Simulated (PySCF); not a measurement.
CH7AlO3Si, SMILES C[SiH2][O][Al]([OH])[OH].

Geometry: B3LYP-D3(BJ)/def2-SVP. The structure was generated by enumeration; whether it is a known compound was not checked. Other conformers were not sampled.

Calculation: C-PCM-ωB97X/def2-SVP in PySCF.

The values are the electrostatic part of the solvation free energy, E(continuum) − E(gas) at the gas-phase geometry, in a cavity of scaled van der Waals radii (PySCF's table); cavitation and dispersion terms are not included. A continuum can't describe solvent molecules that bind to the metal. In vacuum the orbital gap is 12.51 eV. The dipole moment in vacuum is 1.66 D.

Computed values in water (ε = 78.36), acetonitrile (ε = 35.69), ethanol (ε = 24.85):
```csv
solvent,ε,ΔG(elec) (kcal/mol),dipole (D),gap (eV)
water,78.36,-8.9,2.08,12.70
acetonitrile,35.69,-8.7,2.07,12.70
ethanol,24.85,-8.6,2.06,12.70
```
